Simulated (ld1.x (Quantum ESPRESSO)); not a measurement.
**What one change does to a pseudopotential (nitrogen (N), PAW)**

* Element: N
* Generator: ld1.x (Quantum ESPRESSO) 7.5
* Type: PAW
* Functional: PBE
* Relativity: scalar-relativistic
* Frozen core: [He]
* Valence charge: 5
* Reference configuration: 2s2 2p3
* Partial waves: 2s (bound): rcut 1.05, rcutus 1.10 bohr; 2s channel at -0.75 Ry: rcut 1.05, rcutus 1.10 bohr; 2p (bound): rcut 1.15, rcutus 1.40 bohr; 2p channel at 1 Ry: rcut 1.15, rcutus 1.40 bohr; 3d channel at -0.15 Ry: rcut 1.00, rcutus 1.15 bohr; 3d channel at 1 Ry: rcut 1.00, rcutus 1.15 bohr
* Local potential: all-electron potential smoothed inside 1.30 bohr (lloc = -1)
* Core correction: Bessel-smoothed model core inside 0.55 bohr
* Augmentation charge: GAUSS, radius 1.00 bohr

Change: local potential all-electron potential smoothed inside 1.20 bohr (lloc = -2).

Cutoffs: the cutoffs (Ry, on a coarse ladder) from which the occupation-weighted sum of valence levels, in a spherical-Bessel basis at the reference potential, stays within 10 and 1 mRy of its value at 400 Ry; they do not see the model core or the augmentation charge, which bear on the density cutoff. Errors are all-electron minus pseudo energies relative to the spin-unpolarised reference configuration.

Problem. How do hardness, ghosts and transferability respond?

Solution. The potential gets neither clearly harder nor softer (35 Ry and 50 Ry → 35 Ry and 45 Ry); of the 7 tests that both files solve, the error grows in 3 and shrinks in 0 by more than 15 % and 0.3 meV (median size 0.7 → 1.5 meV); neither file shows a bound ghost.

| quantity | base | changed |
| --- | --- | --- |
| cutoff, loose | 35 Ry | 35 Ry |
| cutoff, tight | 50 Ry | 45 Ry |
| loose cutoff by channel (10 mRy a level) | s 10 Ry, p 35 Ry | s 10 Ry, p 30 Ry |
| bound ghosts | none | none |
| error for 2s2 2p2, meV [ΔE 13.59 eV] | -0.7 | -0.6 |
| error for 2s2 2p1, meV [ΔE 42.45 eV] | -3.7 | -3.6 |
| error for 2s2 2p0, meV [ΔE 89.53 eV] | +2.5 | +2.3 |
| error for 2s2 2p2.5, meV [ΔE 5.09 eV] | -0.2 | -0.2 |
| error for 2s1 2p3, meV [ΔE 25.37 eV] | -1.0 | -1.8 |
| error for 2s1 2p4, meV [ΔE 11.51 eV] | -0.1 | -0.4 |
| error for 2s0 2p5, meV [ΔE 23.04 eV] | +0.1 | -1.5 |
| s: phases at 1.55 bohr within 0.05 rad from the reference energy up to (Ry; the scan ends near 5) | to the end of the scan | to the end of the scan |
| p: phases at 1.55 bohr within 0.05 rad from the reference energy up to (Ry; the scan ends near 5) | to the end of the scan | to the end of the scan |
| d: phases at 1.55 bohr within 0.05 rad from the reference energy up to (Ry; the scan ends near 5) | to the end of the scan | to the end of the scan |
| lowest overlap eigenvalue by channel | s 0.56, p 0.90, d 0.98 | s 0.57, p 0.88, d 0.97 |
